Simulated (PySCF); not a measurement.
Species: C8H11 (doublet state).
Z-matrix (Å and degrees, GFN2-xTB geometry), rows numbered from 1:
```
C 
C   1  1.5321
C   2  1.5309  1  110.39
C   2  1.4950  1  111.01  3   123.99
C   4  1.3444  2  127.57  1   112.92
C   5  1.4632  4  110.35  2  -179.38
C   6  1.3245  5  106.62  4     0.37
C   7  1.4778  6  113.14  5    -0.49
H   1  1.0875  2  110.60  3   -58.61
H   1  1.0878  2  110.25  3    61.13
H   1  1.0877  2  110.43  3  -178.87
H   2  1.0967  1  108.27  3  -118.53
H   3  1.0879  2  110.23  1   -62.22
H   3  1.0879  2  110.42  1   177.97
H   3  1.0877  2  110.65  1    57.52
H   5  1.0765  4  126.70  2     0.55
H   6  1.0730  5  124.27  4  -179.82
H   8  1.0902  4  112.04  2   -61.78
H   8  1.0901  4  111.92  2    59.69
```

The hyperfine couplings belong to this conformer and change with its torsions.

As a line formula: `CC(C)C1=CC=[C]C1` [radical].

Method used: PySCF 2.14.0, UKS B3LYP, pcH-1 on C H, non-relativistic, mean-field spin-orbit, GIAO. The structure is a single GFN2-xTB conformer in the gas phase; no vibrational or solvent corrections. Couplings are sensitive to structure, and on GFN2-xTB geometries they can be far from those on DFT ones. No stability test was run, so a lower SCF solution isn't excluded.

**Question.** Give the principal g shifts and their parts.

**Answer.** 
```csv
Δg (ppm),1,2,3
relativistic mass correction,-163,-163,-163
gauge correction,28,14,-32
orbital Zeeman/spin–orbit,-749,-25,739
total,-884,-174,544
```

So g = 2.00144, 2.00214, 2.00286 and g_iso = 2.00215; the tensor is rhombic: the two nearest values differ by 50 % of g3 − g1. Axes: g1 points within 9° of the C6–H17 bond.

**Question.** At 34.019 GHz, how far is the centre of the isotropic spectrum from where a free electron (g = 2.002319) resonates?

**Answer.** B = hν/(g μB) with μB/h = 13.99624 MHz/mT gives 1213.88 mT for the free electron and 1213.99 mT at g_iso, 0.10 mT higher.

**Question.** How much does each term add to the isotropic shift?

**Answer.** The mass correction -163, the orbital-Zeeman/spin–orbit term -11 and the gauge correction 3 ppm, for a total of -172 ppm. The mass correction is the largest in size. The mass correction is the same along every axis, so the anisotropy comes from the other two: their spans along these axes are 60 (gauge) and 1488 ppm (orbital Zeeman/spin–orbit).

**Question.** In a frozen sample, at which fields do the three g values resonate at 9.5, 34, 94 and 263 GHz (hyperfine left aside), and which band first spreads them over more than twice a line width of 0.5 mT?

**Answer.** 
```json
{"band": "X", "GHz": "9.5", "B(g3) mT": "338.89", "B(g2) mT": "339.01", "B(g1) mT": "339.13", "spread mT": "0.24"}
{"band": "Q", "GHz": "34.0", "B(g3) mT": "1212.88", "B(g2) mT": "1213.31", "B(g1) mT": "1213.74", "spread mT": "0.87"}
{"band": "W", "GHz": "94.0", "B(g3) mT": "3353.24", "B(g2) mT": "3354.45", "B(g1) mT": "3355.64", "spread mT": "2.39"}
{"band": "J", "GHz": "263.0", "B(g3) mT": "9381.95", "B(g2) mT": "9385.31", "B(g1) mT": "9388.64", "spread mT": "6.69"}
```

The spread grows in proportion to the frequency. W band is the first where it exceeds 1.0 mT.

Largest spin populations (Mulliken): C7 (+1.03), C6 (-0.13) and C5 (+0.09). C7 is the only atom above +0.15. The positive populations add up to 1.16 and the negative ones to -0.16, together 2S = 1.

The HOMO–LUMO gaps are 5.38 eV among the α and 3.36 eV among the β orbitals.
